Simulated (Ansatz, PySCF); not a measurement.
Reaction (SMILES): [SiH3]C1=CCC=C1 [cyclopenta-1,4-dien-1-ylsilane] + 6 C (CH4) → 2 C=C (C2H4) [ethene] + 3 CC (C2H6) [ethane] + C[SiH3] [methylsilane]
Structures are relaxed separately at B3LYP-D3(BJ)/def2-TZVP in Ansatz (a quantum-chemistry and plane-wave program), one conformer each, not searched for the lowest. Unstable Hartree-Fock reference: [SiH3]C1=CCC=C1.

Property: bond separation energy (enthalpy at 298 K, with B3LYP-D3(BJ) rigid-rotor harmonic-oscillator terms from PySCF), in kcal/mol. Correlated levels leave the core frozen unless marked. No spin-orbit coupling. Non-relativistic unless marked X2C. Basis-set limits of correlation are two-point, X^-3; Hartree-Fock from the larger set. [CCSD(T)-MP2]/basis is that difference in the basis named.

| level | program | bond separation energy (kcal/mol) |
|---|---|---|
| revPBE-D3(BJ)/def2-TZVPD | Ansatz + dftd3 | 26.8 |

Q: Estimate the value at RI-MP2/CBS(cc-pV(T+d)Z,cc-pV(Q+d)Z)+[CCSD(T)-MP2]/cc-pV(T+d)Z as computed with Ansatz.

A: 24.2 kcal/mol
